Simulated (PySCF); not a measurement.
**VOCl₃, singlet: structure and spectrum**

All numbers come from B3LYP/[V def2-SVP, O def2-SVP, Cl def2-SVP], no relativity, density fitting, PySCF.

The structure is a minimum.

Coordinates in bohr (charge 0 multiplicity 1):
```
V     0.0000   -0.4019   -0.2842
O     0.0000   -2.7803   -1.9665
Cl    3.3398   -0.4945    2.0121
Cl   -3.3398   -0.4945    2.0121
Cl    0.0000    2.8459   -2.7107
```

```
Point group                                                                   : C3v
Bond lengths                                                                  : V–Cl 2.145 Å (×3), V–O 1.542 Å
Bond angles                                                                   : Cl–V–Cl 110.9° (×3), Cl–V–O 108.0° (×3)
Rotational constants                                                          : 0.05798, 0.05798, 0.03858 cm⁻¹
Enthalpy at 298.15 K above 0 K                                                : 19.54 kJ/mol
Lowest empty level                                                            : -4.62 eV
Principal quadrupole moments (Buckingham, traceless) about the centre of mass : -1.70, 0.85, 0.85 D Å
Atomisation energy without zero-point energy                                  : 1738 kJ/mol
Entropy at 298.15 K and 1 bar                                                 : 343.0 J/(mol K)
Zero-point energy                                                             : 21.2 kJ/mol
Dipole moment                                                                 : 0.56 D
Rotational symmetry number                                                    : 3
Principal polarisabilities                                                    : 47.0, 69.7, 69.7 bohr³
Heat capacity Cp at 298.15 K                                                  : 89.2 J/(mol K)
Highest occupied level                                                        : -9.23 eV
```

Harmonic modes (masses in u: V 50.944, O 15.995, Cl 34.969):
```
symmetry  ω (cm⁻¹)  IR (km/mol, summed over degenerate members)  μ (u)
       e       130                                          0.3  34.90
      a1       169                                          0.6  33.77
       e       266                                          0.0  19.45
      a1       404                                          8.4  34.63
       e       505                                          219  41.29
      a1      1164                                          137  19.32
```

In C3v the vibrations span 3e + 3a1.

Charges (e):
```json
{"atom": "V1", "Mulliken": "0.64", "Löwdin": "-0.20", "polar tensor": "1.77", "Mayer order to V1": "–"}
{"atom": "O2", "Mulliken": "-0.26", "Löwdin": "-0.02", "polar tensor": "-0.52", "Mayer order to V1": "2.26"}
{"atom": "Cl3,4,5", "Mulliken": "-0.13", "Löwdin": "0.08", "polar tensor": "-0.42", "Mayer order to V1": "1.29"}
```

Mulliken populations on V1: s 6.26, p 12.72, d 3.35, f 0.03.

Outer orbital energies (eV). occupied: -11.13, -11.13, -10.32, -10.32, -9.92, -9.27, -9.27, -9.23; empty: -4.62, -4.62, -3.19, -3.19.

Formally V is in oxidation state +5, d0. The polar-tensor charge on V, 1.77, is far below the formal one.

Stability towards spin polarisation was not tested. Only a few start shapes were tried, so a lower isomer may exist.

The final relaxation and frequency run took 90 s on 2 threads of a shared Arm Neoverse N1 host, with 99 basis functions and 13 gradients; the process peaked at 1.4 GiB. Launch command: `OMP_NUM_THREADS=2 python axn.py task.json out`.
